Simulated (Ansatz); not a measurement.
Cd(Me) (CH3Cd), SMILES [CH3][Cd] (connectivity only; charge and spin as stated), neutral, multiplicity 2.

Coordinates come from a B3LYP-D3(BJ)/def2-TZVP optimisation. The spin state was assumed, not searched. The isomer is the one that the SMILES or the coordinates give; other isomers of the formula were not compared. The def2 effective core potentials stand for the cores of Cd; spin–orbit coupling is left out.

Two levels are set side by side: PBE/def2-TZVPD (Ansatz, an electronic-structure program) and CAM-B3LYP/def2-TZVPD (Ansatz). Energy differences of separate SCF runs at the same geometry; the states with an electron removed or added have multiplicity 1 and 1. Differences are taken from unrounded values.

```json
[
 {"quantity": "vertical ionisation energy (eV)", "CAM-B3LYP": "7.29"},
 {"quantity": "vertical electron affinity (eV)", "CAM-B3LYP": "0.71"}
]
```

### Question
What does PBE give, and how far is it from CAM-B3LYP? (An estimate is asked for; the answer gives what the named calculation found.)

### Answer

```
quantity                          PBE  PBE minus CAM-B3LYP
-------------------------------  ----  -------------------
vertical ionisation energy (eV)  7.13                -0.16
vertical electron affinity (eV)  0.66                -0.05
```
